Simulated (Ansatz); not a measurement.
Ansatz (a first-principles code) job for sulfur hexafluoride cation (F6S), SMILES FS(F)(F)(F)(F)F (connectivity only; charge and spin as stated), charge +1, multiplicity 2, CAM-B3LYP/def2-SVPD. Coordinates come from a PBE0-D3(BJ)/def2-SVP optimisation. A frequency run showed that this geometry is not a minimum. The multiplicity is an assumed one; other spin states were not compared.

Ansatz 0.2 input:
```yaml
crystal:
  periodic: [false, false, false]
  atoms:
    - {symbol: F, position_ang: [0.00000000, -1.57631578, 0.00000000]}
    - {symbol: S, position_ang: [0.00000000, 0.00000000, 0.00000000]}
    - {symbol: F, position_ang: [1.57631578, 0.00000000, 0.00000000]}
    - {symbol: F, position_ang: [0.00000000, 0.00000000, 1.57631578]}
    - {symbol: F, position_ang: [-1.57631578, 0.00000000, 0.00000000]}
    - {symbol: F, position_ang: [0.00000000, 0.00000000, -1.57631578]}
    - {symbol: F, position_ang: [0.00000000, 1.57631578, 0.00000000]}
basis:
  gaussian:
    orbitals: def2-SVPD
hamiltonian:
  xc: {name: CAM-B3LYP}
total_charge: 1
magnetization: {spin_polarized: true, initial_magnetization: 1}
```

Program output:

```
WARN ansatz: RAYON_NUM_THREADS=2 ignored (pool sized by the plan → 2); use --threads N
Functional definition: CAM-B3LYP
integrals: 0.14 GiB planned
1385 factors; their error is unknown
integrals: 0.17 GiB planned
481 factors; integrals over basis functions are off by at most 1.9e-5 eV
mean field: 1.83 GiB planned
mean field evaluation 1: about -27089.5695 eV, gradient 5.8e1 eV
mean field evaluation 2: about -27082.8282 eV, gradient 7.7e1 eV
mean field evaluation 4: about -27099.6237 eV, gradient 2.6e0 eV
mean field evaluation 8: about -27099.7674 eV, gradient 2.5e-2 eV
mean field evaluation 16: about -27099.7674 eV, gradient 8.8e-5 eV
mean field evaluation 32: about -27099.8162 eV, gradient 1.9e-3 eV
mean field evaluation 64: about -27099.8045 eV, gradient 2.5e-2 eV
mean field -27099.81620893 eV, -995.8998767631 hartree, gradient 2.5e-6 eV, S^2 0.753942; 8 other end points of the search recorded, 0 dependent functions left out
reference -27099.81635379 eV, -995.8998820867 hartree; 35, 34 occupied and 130, 131 virtual orbitals, 1385 factors
Total energy: -27099.81635379 eV, -995.8998820867 hartree
```

Self-consistency was reached.

Cost: about 2.5 core-minutes (a rough figure).
